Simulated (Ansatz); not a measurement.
Relaxation of CH5Ga (7 atoms, charge 0, multiplicity 1), to a largest force component of 0.02 eV/Å in at most 40 steps.

All numbers below come from Ansatz, RKS B3LYP/def2-SVP.

```xyz
7
Properties=species:S:1:pos:R:3
Ga 0.000 0.000 0.000
C 0.000 0.000 1.980
H -1.000 -0.309 2.350
H 0.768 -0.711 2.350
H 0.232 1.020 2.350
H 1.360 0.000 -0.785
H -1.360 0.000 -0.785
```

Question: Where does it end, and by what steps?

Answer: The forces met the threshold. After 3 steps the energy has fallen by 0.014 eV; H3 moved furthest, 0.05 Å.

```json
{"step": "0", "energy less start (eV)": "0.0000", "largest force component (eV/Å)": "0.324", "accepted": "yes"}
{"step": "1", "energy less start (eV)": "-0.0135", "largest force component (eV/Å)": "0.105", "accepted": "yes"}
{"step": "2", "energy less start (eV)": "-0.0143", "largest force component (eV/Å)": "0.037", "accepted": "yes"}
{"step": "3", "energy less start (eV)": "-0.0144", "largest force component (eV/Å)": "0.008", "accepted": "yes"}
```

```xyz
7
Properties=species:S:1:pos:R:3
Ga -0.007 -0.006 -0.005
C -0.010 -0.017 1.976
H -0.986 -0.301 2.397
H 0.765 -0.693 2.372
H 0.234 0.997 2.338
H 1.362 0.010 -0.793
H -1.358 0.010 -0.824
```

Whether the end is a true minimum wasn't checked by a vibrational analysis.

The run took 12 s on 1 thread of Arm Neoverse V1, on a shared host, peak memory 0.13 GiB.
